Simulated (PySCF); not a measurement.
## How methods differ on the ionisation energy of Nd⁺

Nd⁺ [Xe] 4f4 6s1 [4f5/2^4 6s1/2^1, M_J = 7/2] → Nd²⁺ [Xe] 4f4 [4f5/2^4, M_J = 4], as a difference of total energies. Calculation: PySCF 2.14, in x2c-TZVPall-2c; the two-component X2C-1e Hamiltonian. Correlated levels: [Ar] 3d10 frozen; the 18 highest virtual spinors dropped. "Screened" scales the spin-orbit matrix elements by Boettger's factors to mimic the two-electron term; Breit and QED terms are absent.

```csv
method,ionisation energy (eV),difference from reference (eV)
GHF (spin-free),10.037,-0.746
GMP2 (spin-free),10.803,+0.020
GHF (screened spin-orbit),10.038,-0.745
GMP2 (screened spin-orbit),10.802,+0.019
```

Reference: 10.783 ± 0.02 eV (semi-empirical (NIST evaluation); NIST Atomic Spectra Database, ionization energies).

The spin-free rows relax to the high-spin LS determinant and lack the spin-orbit shift.

The labels give the starting determinants; with spin-orbit coupling the two ends relaxed to ⟨J²⟩ = 20.20, ⟨L²⟩ = 41.90, ⟨S²⟩ = 8.73 and ⟨J²⟩ = 23.44, ⟨L²⟩ = 41.89, ⟨S²⟩ = 6.00.

The determinant of Nd⁺ and of Nd²⁺ mixes levels of different J (the jj label is only the starting occupation), so the difference between spin-free and spin-orbit rows is not the physical spin-orbit shift.
